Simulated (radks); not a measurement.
Results of a calculation; reference values are marked as such.
All-electron atom: La+ in [Xe] 5d2. Level of theory: Dirac Kohn-Sham, PBE, spin-unpolarised, spherical densities, finite nucleus; open shells fill j = l - 1/2 first; Fermi nuclear charge, rms radius 4.855 fm (a radial shooting solver on a logarithmic mesh with Libxc functionals).

Radial electron density D(r) = 4 pi r^2 rho(r):

```
   r/bohr * D(r) (the largest magnitude, 95.4, reaches the edge; | marks zero)
 0.002496 |      *
 0.003355 |         *
 0.004511 |               *
 0.006065 |                     *
 0.008154 |                             *
  0.01096 |                                     *
  0.01486 |                                          *
  0.01998 |                                          *
  0.02686 |                                       *
  0.03611 |                                      *
  0.04855 |                                           *
  0.06527 |                                                     *
  0.08775 |                                                      *
    0.118 |                                            *
   0.1586 |                                         *
    0.215 |                                               *
    0.289 |                                     *
   0.3886 |                  *
   0.5225 |                  *
   0.7024 |                 *
   0.9444 |         *
     1.27 |    *
    1.707 |   *
    2.295 | *
    3.111 |*
    4.182 *
    5.623 *
    7.559 *
    10.16 *
```

D(r) has 4 maxima, at r = 0.0176, 0.0772, 0.218, 0.608 bohr, and minima at 0.0341, 0.144, 0.449 bohr, inside which lie 2.02, 11.19, 29.01 electrons.
